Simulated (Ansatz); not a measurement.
Z-matrix (Å, degrees):
```
B
O 1 1.3478
H 2 0.9607 1 113.51
H 1 1.1961 2 116.79 3 -180.00
H 1 1.2018 4 122.56 2 180.00
```
Charge 0, spin multiplicity 1.

Level of theory: Ansatz (a quantum-chemistry and plane-wave program) with frozen-core CCSD(T)/cc-pVQZ // PBE0-D4/def2-TZVP.

| Item | Value |
|---|---|
| HF energy | -101.37665 Ha |
| MP2 correlation energy | -0.37783 Ha |

Q: Estimate the CCSD correlation energy, the (T) correction, the total energy and the T1 diagnostic.

A: 
```yaml
CCSD correlation energy: -0.39077 Ha
"(T) correction": -0.01348 Ha
CCSD(T) total energy: -101.78090 Ha
T1 diagnostic: 0.013
```
